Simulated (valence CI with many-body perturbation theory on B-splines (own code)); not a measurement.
**Re LXIII: electric-dipole lines**

Method: configuration interaction combined with many-body perturbation theory (CI+MBPT): three valence electrons over a frozen Dirac-Fock core [Ne], radial functions for each j: 11 s, 11 p, 9 d, 7 f, 5 g, 2 h, 1 i, with the one-electron correlation potential Σ1 (screened to all orders), the two-electron term Σ2, the three-electron term Σ3, Breit, model QED; selected single and double excitations, second order for the rest (own B-spline code, finite nucleus).

The last digits are not significant, and no measured levels were compared; by estimate large intervals hold to a few tenths of a per cent, small ones and those within an open d or f shell to about a per cent.

Lines 201 to 247 of 247 in falling wavelength, among levels below 12314 × 10³ cm⁻¹, chosen from the strongest by gf and those to the six lowest levels. Wavelengths and rates use the calculated energies. Electric multipoles are in the length gauge, E1 and E2 with the static RPA response of the core. Weak lines are less certain than strong ones. Lines between different terms over intervals too small for the method are left out, as are lines whose strength nearly cancels. The highest levels of a list are the least certain.

Levels are named by their leading jj configuration (3d3/2^4 stands for four electrons in 3d with j = 3/2), which in mixed levels can hold well under half, so a name can repeat and another be missing. Letters in brackets count levels of one name in rising energy.

```
λ vac (Å)                          Upper                       Lower   A (s⁻¹)  log gf  Branch %
    17.92     (3s 3p3/2 3d5/2) J=5/2 [a]      (3s 3p1/2 3p3/2) J=5/2  9.70e+10   -1.55      11.6
    17.70     (3s 3p3/2 3d5/2) J=7/2 [a]      (3s 3p1/2 3p3/2) J=5/2  1.04e+11   -1.41      18.4
    17.61     (3s 3p3/2 3d5/2) J=3/2 [a]      (3s 3p1/2 3p3/2) J=5/2  5.04e+08   -4.03       0.1
    17.54         (3s 3p1/2 3d5/2) J=3/2          (3s 3p1/2^2) J=1/2  3.10e+11   -1.24      44.8
    17.50         (3s 3p3/2 3d5/2) J=1/2  (3s 3p1/2 3p3/2) J=3/2 [b]  9.31e+10   -2.07      12.0
    17.45     (3s 3p3/2 3d5/2) J=5/2 [a]  (3s 3p1/2 3p3/2) J=3/2 [a]  2.23e+09   -3.21       0.3
    17.23     (3s 3p3/2 3d5/2) J=3/2 [b]  (3s 3p1/2 3p3/2) J=3/2 [b]  1.20e+08   -4.67       0.0
    17.21     (3s 3p3/2 3d5/2) J=7/2 [b]      (3s 3p1/2 3p3/2) J=5/2  3.01e+10   -1.97       1.1
    17.18     (3s 3p3/2 3d5/2) J=5/2 [b]  (3s 3p1/2 3p3/2) J=3/2 [b]  5.03e+10   -1.87       1.6
    17.16     (3s 3p3/2 3d5/2) J=3/2 [a]  (3s 3p1/2 3p3/2) J=3/2 [a]  4.32e+10   -2.12       4.9
    16.74     (3s 3p3/2 3d5/2) J=3/2 [b]      (3s 3p1/2 3p3/2) J=5/2  3.80e+10   -2.19       1.2
    16.69     (3s 3p3/2 3d5/2) J=5/2 [b]      (3s 3p1/2 3p3/2) J=5/2  2.49e+10   -2.20       0.8
    16.57         (3s 3p3/2 3d5/2) J=1/2  (3s 3p1/2 3p3/2) J=3/2 [a]  8.13e+08   -4.17       0.1
    16.33     (3s 3p3/2 3d5/2) J=3/2 [b]  (3s 3p1/2 3p3/2) J=3/2 [a]  2.30e+09   -3.44       0.1
    16.28     (3s 3p3/2 3d5/2) J=5/2 [b]  (3s 3p1/2 3p3/2) J=3/2 [a]  1.62e+10   -2.41       0.5
    13.40  (3p1/2 3p3/2 3d3/2) J=5/2 [a]          (3s^2 3p3/2) J=3/2  7.54e+07   -4.91       0.0
    13.05          (3p1/2 3p3/2^2) J=3/2          (3s 3p1/2^2) J=1/2  8.42e+07   -5.07       0.0
    13.02          (3p1/2^2 3d3/2) J=3/2          (3s^2 3p1/2) J=1/2  3.86e+08   -4.41       0.2
    12.84  (3p1/2 3p3/2 3d3/2) J=5/2 [b]          (3s^2 3p3/2) J=3/2  2.82e+08   -4.38       0.0
    12.84             (3s 3p3/2^2) J=1/2          (3s^2 3p1/2) J=1/2  7.52e+09   -3.43       0.3
    12.82          (3p1/2 3p3/2^2) J=1/2          (3s 3p1/2^2) J=1/2  5.84e+09   -3.54       0.2
    12.74             (3s 3p3/2^2) J=3/2          (3s^2 3p1/2) J=1/2  2.05e+09   -3.70       0.0
    12.68     (3s 3p3/2 3d3/2) J=3/2 [a]          (3s 3p1/2^2) J=1/2  1.38e+09   -3.88       0.1
    12.66     (3s 3p3/2 3d3/2) J=1/2 [a]          (3s 3p1/2^2) J=1/2  1.64e+09   -4.10       0.1
    12.48             (3s 3d3/2^2) J=3/2          (3s^2 3p3/2) J=3/2  1.67e+07   -5.81       0.0
    12.31             (3s 3d3/2^2) J=5/2          (3s^2 3p3/2) J=3/2  1.12e+09   -3.82       0.0
    12.24     (3s 3p3/2 3d3/2) J=3/2 [b]          (3s 3p1/2^2) J=1/2  1.41e+08   -4.90       0.0
    12.02     (3s 3p3/2 3d3/2) J=1/2 [b]          (3s 3p1/2^2) J=1/2  3.94e+07   -5.77       0.0
    12.02  (3p1/2 3p3/2 3d5/2) J=3/2 [a]          (3s^2 3p3/2) J=3/2  7.90e+07   -5.16       0.0
    11.97  (3p1/2 3p3/2 3d5/2) J=5/2 [a]          (3s^2 3p3/2) J=3/2  4.90e+07   -5.20       0.0
    11.64  (3p1/2 3p3/2 3d5/2) J=3/2 [b]          (3s^2 3p3/2) J=3/2  3.24e+07   -5.58       0.0
    11.49     (3s 3p3/2 3d5/2) J=3/2 [a]          (3s 3p1/2^2) J=1/2  1.14e+09   -4.04       0.1
    11.48     (3s 3d3/2 3d5/2) J=5/2 [a]          (3s^2 3p3/2) J=3/2  9.21e+07   -4.96       0.0
    11.24     (3s 3d3/2 3d5/2) J=5/2 [b]          (3s^2 3p3/2) J=3/2  8.71e+07   -5.00       0.0
    11.22         (3s 3p3/2 3d5/2) J=1/2          (3s 3p1/2^2) J=1/2  3.97e+09   -3.82       0.5
    11.19     (3s 3d3/2 3d5/2) J=3/2 [b]          (3s^2 3p3/2) J=3/2  5.54e+08   -4.38       0.0
    11.11     (3s 3p3/2 3d5/2) J=3/2 [b]          (3s 3p1/2^2) J=1/2  1.42e+09   -3.98       0.0
    11.09         (3s 3d3/2 3d5/2) J=1/2          (3s^2 3p3/2) J=3/2  1.36e+09   -4.30       0.0
    9.387  (3p1/2 3p3/2 3d3/2) J=3/2 [a]          (3s^2 3p1/2) J=1/2  3.54e+08   -4.73       0.0
    9.367  (3p1/2 3p3/2 3d3/2) J=1/2 [a]          (3s^2 3p1/2) J=1/2  1.91e+08   -5.30       0.0
    9.170  (3p1/2 3p3/2 3d3/2) J=3/2 [b]          (3s^2 3p1/2) J=1/2  3.29e+08   -4.78       0.0
    8.735  (3p1/2 3p3/2 3d5/2) J=3/2 [a]          (3s^2 3p1/2) J=1/2  3.72e+07   -5.77       0.0
    8.556      (3p1/2 3p3/2 3d5/2) J=1/2          (3s^2 3p1/2) J=1/2  6.78e+09   -3.83       0.5
    8.535  (3p1/2 3p3/2 3d5/2) J=3/2 [b]          (3s^2 3p1/2) J=1/2  9.17e+09   -3.40       0.4
    8.411     (3s 3d3/2 3d5/2) J=3/2 [a]          (3s^2 3p1/2) J=1/2  4.70e+08   -4.70       0.0
    8.289     (3s 3d3/2 3d5/2) J=3/2 [b]          (3s^2 3p1/2) J=1/2  9.28e+09   -3.42       0.3
    8.234         (3s 3d3/2 3d5/2) J=1/2          (3s^2 3p1/2) J=1/2  1.26e+10   -3.59       0.3
```
